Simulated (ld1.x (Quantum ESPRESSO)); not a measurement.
**chromium: excitation energies, all-electron against TM semilocal**

ld1.x (Quantum ESPRESSO) 7.5 input, shortened:

```
&input
   title='Cr', zed=24., rel=1, dft='PBESOL', iswitch=3,
   config='[Ar] 3d5 4s0.75 4p0'
 /
 &inputp
   pseudotype=1, tm=.true., lloc=0,
   nlcc=.true., rcore=1.50
 /
3
4P  2  1   0.00   0.00  3.80  3.80  0.0
3D  3  2   5.00   0.00  1.90  1.90  0.0
4S  1  0   0.75   0.00  2.45  2.45  0.0
 &test
   configts(1)='3d5 4s0.75 4p0'
 /
```

Energies are relative to the spin-unpolarised reference configuration 3d5 4s0.75 4p0; without spin polarisation the order of configurations can differ from experiment. Not all tests gave a result: 1 of 7 tests not solved or not reliable. Left out of the table: 3d5.5 4s0.5 4p0 (solver errors, printed error -170 eV).

```tsv
valence configuration	charge	ΔE all-electron (eV)	error AE − PS (meV)
3d4 4s0 4p0	+2	21.711	-128
3d3 4s0 4p0	+3	52.416	-783
3d4 4s1 4p0	+1	6.833	-109
3d5 4s0 4p1	0	1.967	0.0
```

What are ΔE and the potential's error for 3d5 4s0 4p0?

ΔE = 5.696 eV all-electron; the error (AE − PS) is -9.1 meV.

What are ΔE and the potential's error for 3d5 4s1 4p0?

ΔE = -1.176 eV all-electron; the error (AE − PS) is -0.5 meV.
